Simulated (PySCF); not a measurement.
This PySCF input asks for the NMR shieldings of SMILES [CH3][Al-]([CH3])([CH3])[CH3], [C4H12Al]-; the geometry comes from GFN2-xTB.

```python
import basis_set_exchange as bse
import numpy as np
from pyscf import gto, dft
from pyscf.prop import nmr

atoms = """
C    -0.526759   -1.239732   -1.546355
Al   -0.001365   -0.000909   -0.001315
C    -0.043439    1.944872   -0.642228
C    -1.321100   -0.237344    1.547573
C     1.888601   -0.466390    0.637524
H    -1.533694   -1.041569   -1.936852
H    -0.522853   -2.302491   -1.270399
H     0.144335   -1.158832   -2.411641
H     0.235423    2.663155    0.140091
H    -1.033896    2.263287   -0.993414
H     0.641224    2.140964   -1.477991
H    -2.358326   -0.001742    1.275414
H    -1.347192   -1.261006    1.943729
H    -1.091218    0.404414    2.408265
H     1.981051   -1.499523    0.997425
H     2.649298   -0.359982   -0.147022
H     2.232912    0.164860    1.467285
"""
names = dict.fromkeys(["C", "Al", "H"], "pcSseg-1")
basis = {el: gto.basis.parse(bse.get_basis(n, elements=[el], fmt="nwchem")) for el, n in names.items()}
mol = gto.M(atom=atoms, basis=basis, charge=-1, verbose=0)
mf = dft.RKS(mol, xc="PBE0")
mf.grids.level = 2
mf.grids.alignment = dft.numint.BLKSIZE   # the property module wants whole blocks of grid points
mf.conv_tol = 1e-9
mf.kernel()

calc = nmr.RKS(mf)   # GIAO
C = mf.mo_coeff
Co = C[:, mf.mo_occ > 0]
resp = mf.gen_response(singlet=True, hermi=2)
def vind(x):   # induced exchange potential for any number of trial vectors
    d = np.einsum("pi,xij,qj->xpq", C, 2 * x.reshape(-1, C.shape[1], Co.shape[1]), Co, optimize=True)
    return np.einsum("xpq,pi,qj->xij", resp(d - d.transpose(0, 2, 1)), C, Co, optimize=True).ravel()
mo1, _ = nmr.rhf.solve_mo1(calc, with_cphf=vind)
sigma = calc.kernel(mo1)
for i, s in enumerate(sigma):   # ppm
    w = np.linalg.eigvalsh((s + s.T) / 2)
    print("%2d %-2s iso %8.1f  s11 %8.1f  s22 %8.1f  s33 %8.1f" % (i, mol.atom_pure_symbol(i), w.mean(), *w))
```

Question: Give the expected output.

Answer: 
```
 0 C  iso    196.2  s11    193.1  s22    197.7  s33    197.8
 1 Al iso    418.9  s11    418.8  s22    418.9  s33    419.1
 2 C  iso    196.2  s11    193.1  s22    197.7  s33    197.7
 3 C  iso    196.2  s11    193.2  s22    197.7  s33    197.8
 4 C  iso    196.2  s11    193.2  s22    197.7  s33    197.8
 5 H  iso     33.0  s11     29.2  s22     30.4  s33     39.4
 6 H  iso     33.0  s11     29.2  s22     30.4  s33     39.4
 7 H  iso     33.0  s11     29.2  s22     30.4  s33     39.4
 8 H  iso     33.0  s11     29.2  s22     30.4  s33     39.4
 9 H  iso     33.0  s11     29.2  s22     30.4  s33     39.4
10 H  iso     33.0  s11     29.2  s22     30.4  s33     39.4
11 H  iso     33.0  s11     29.2  s22     30.4  s33     39.4
12 H  iso     33.0  s11     29.2  s22     30.4  s33     39.4
13 H  iso     33.0  s11     29.2  s22     30.4  s33     39.4
14 H  iso     33.0  s11     29.2  s22     30.4  s33     39.4
15 H  iso     33.0  s11     29.2  s22     30.4  s33     39.4
16 H  iso     33.0  s11     29.2  s22     30.4  s33     39.4
```

These numbers come from an equivalent density-fitted implementation of the same equations, which agrees with the script to about 0.01 ppm for H and up to a few tenths of a ppm for heavy atoms, so last digits may differ.

Size and cost of the density-fitted run: 152 basis functions, 13 s wall time on 1 thread of an x86-64 server CPU, shared host.
